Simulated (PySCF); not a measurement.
These 2 structures share the formula C2H8OSi. Method used: PySCF 2.14.0, PBE0-D3(BJ)/def2-SVP geometry optimisation, gas phase. Energies are electronic, without zero-point or thermal terms, for one conformer each. No frequencies were run at this level. Point groups hold within 0.08 Å.

**Question.** Order them by energy at this level, lowest first, and give relative energies in kcal/mol.
A. `[CH3:1][CH2:2][O:3][SiH3:4]` with C1–C2–O3–Si4 180°
B. `[CH3:1][O:2][SiH2:3][CH3:4]` with C1–O2–Si3–C4 180°

**Answer.** B (0.0), A (7.2).

As drawn, the lower has an Si–C bond, which the higher lacks.

| SMILES | E (Eh) | E rel (kcal/mol) | dipole (D) | point group | A, B, C (MHz) |
| --- | --- | --- | --- | --- | --- |
| CO[SiH2]C | -445.26600 | 0.0 | 0.32 | Cs | 16992, 3054, 2763 |
| CCO[SiH3] | -445.25449 | 7.2 | 1.05 | Cs | 25105, 2560, 2462 |

**Question.** How do the relative energies change in single points at PBE0/pcSseg-1 (no added dispersion term) on the same geometries?

**Answer.** 
| SMILES | PBE0-D3(BJ)/def2-SVP (kcal/mol) | PBE0/pcSseg-1 (kcal/mol) | shift |
| --- | --- | --- | --- |
| CO[SiH2]C | 0.0 | 0.0 | 0.0 |
| CCO[SiH3] | 7.2 | 7.7 | +0.5 |

Each column counts from its own lowest isomer. The order is unchanged; the largest shift is 0.5 kcal/mol.
